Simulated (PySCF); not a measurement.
Spin-Hamiltonian simulation

Molecule: `COC(F)(F)C(F)F`, C$_{3}$H$_{4}$F$_{4}$O.

Geometry:
| atom | x (Å) | y (Å) | z (Å) |
| --- | --- | --- | --- |
| C1 | -1.877 | -0.236 | -0.107 |
| O2 | -0.668 | 0.473 | 0.113 |
| C3 | 0.451 | -0.263 | 0.161 |
| F4 | 0.618 | -1.003 | -0.953 |
| F5 | 0.426 | -1.139 | 1.192 |
| C6 | 1.645 | 0.674 | 0.351 |
| F7 | 1.749 | 1.481 | -0.714 |
| F8 | 2.764 | -0.057 | 0.453 |
| H9 | -2.679 | 0.510 | -0.093 |
| H10 | -2.049 | -0.975 | 0.690 |
| H11 | -1.861 | -0.743 | -1.083 |
| H12 | 1.511 | 1.278 | 1.264 |

PySCF 2.14.0 with density-fitted response routines calculation with shieldings: GIAO PBE/pcSseg-2, geometry from PBE0-D3(BJ)/def2-SVP and J: B3LYP/pcJ-1 (spin–dipole term only in couplings to heteroatoms); no relativistic terms, equivalent nuclei averaged, no solvent, single conformer.

Chemical shifts δ = σref − σ; TMS for $^{1}$H, all at this level.

The 8-spin Hamiltonian (Zeeman plus full scalar coupling among like nuclei) was diagonalised exactly; lines are Lorentzian, 0.5 Hz wide, and the maxima above 3 % are listed with the tallest set to 100.

Peak list at 600 MHz for the spins F4/F5/F7/F8/H9/H10/H11/H12:
```
    Hz    ppm  height
3503.5  5.839       5
3498.2  5.830      10
3492.9  5.822       5
3443.3  5.739      10
3438.0  5.730      21
3432.7  5.721      10
3383.1  5.639       5
3377.8  5.630      10
3372.5  5.621       5
2172.0  3.620     100
```

**Question.** Extract the chemical shifts and coupling constants behind this pattern (give the signs of the calculation).

**Answer.** 
Shifts (ppm): F4/F5 -132.0, F7/F8 -166.8, H9/H10/H11 3.62, H12 5.73.
Couplings (Hz): F4–F5: 90.8; F4–F7, F4–F8, F5–F7, F5–F8: -13.9; F4–H9, F4–H10, F4–H11, F5–H9, F5–H10, F5–H11: 0.8; F4–H12, F5–H12: 5.3; F7–F8: 265.7; F7–H9, F7–H10, F7–H11, F8–H9, F8–H10, F8–H11: 0.3; F7–H12, F8–H12: 60.2; H9–H10, H9–H11, H10–H11: -11.6.
These are the parameters used. A line list fixes at most the relative signs, and those only where coupling is strong; other parameter sets or atom labellings may fit too, and couplings well below the line width leave little trace. Couplings within a CH3 group never show.

Only one conformer was computed, so three-bond couplings in flexible chains and rings are approximate.
